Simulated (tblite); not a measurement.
Compound: C₄H₆ClFO.
Atom-mapped SMILES: `[F:1][C@@H:2]([Cl:3])[C@@H:4]1[CH2:5][CH2:6][O:7]1` (hydrogens: H8 on C2; H9 on C4; H10, H11 on C5; H12, H13 on C6)

Structure optimised with GFN2-xTB, isolated species.

Task: List the bond lengths, angles and torsions at this level.

Result: 
```csv
bond,length (bohr),order
F1–C2,2.561,single
C2–Cl3,3.369,single
C2–C4,2.882,single
C4–C5,2.896,single
C5–C6,2.894,single
C6–O7,2.707,single
C4–O7,2.695,single
C2–H8,2.071,single
C4–H9,2.070,single
C5–H10,2.053,single
C5–H11,2.051,single
C6–H12,2.065,single
C6–H13,2.064,single
```

Orders are formal, as drawn. A selection of angles:
```csv
angle,degrees
F1–C2–Cl3,107.8
F1–C2–C4,110.8
F1–C2–H8,107.6
Cl3–C2–C4,109.9
Cl3–C2–H8,108.5
C4–C2–H8,112.0
C2–C4–C5,115.5
C2–C4–O7,111.9
C2–C4–H9,108.9
C5–C4–O7,91.4
C5–C4–H9,116.3
O7–C4–H9,111.9
C4–C5–C6,84.8
C4–C5–H10,114.6
C4–C5–H11,114.9
C6–C5–H10,115.4
C6–C5–H11,115.6
H10–C5–H11,109.8
C5–C6–O7,91.2
C5–C6–H12,116.1
C5–C6–H13,115.6
O7–C6–H12,111.7
O7–C6–H13,111.3
H12–C6–H13,109.7
C4–O7–C6,92.5
```

Torsions: F1–C2–C4–C5 -176° (antiperiplanar); C2–C4–C5–C6 -116° (anticlinal); C4–C5–C6–O7 0° (synperiplanar); C5–C6–O7–C4 -1° (synperiplanar); C2–C4–O7–C6 119° (anticlinal).

O7 (cyclic ether oxygen) is bent (angle 92.5°). Of the pairs four or more bonds apart, Cl3···H10 is among the closest relative to their van der Waals radii: 2.83 Å, 96 % of the sum of Bondi's values. The 4-membered ring C4–C5–C6–O7 has internal angles of 84.8° to 92.5°; it is planar, 0.00 Å rms from its mean plane, widest ring torsion 1°.

Point group: C1 (no symmetry element, even within 0.4 Å). Its GFN2-xTB frequencies are all real (lowest 62 cm⁻¹). The numbers are those of one conformer. 3 starts were optimised and ended at 0.00, 0.00 and 2.09 kcal/mol (GFN2-xTB); the lowest of these is shown.

These are computed values.
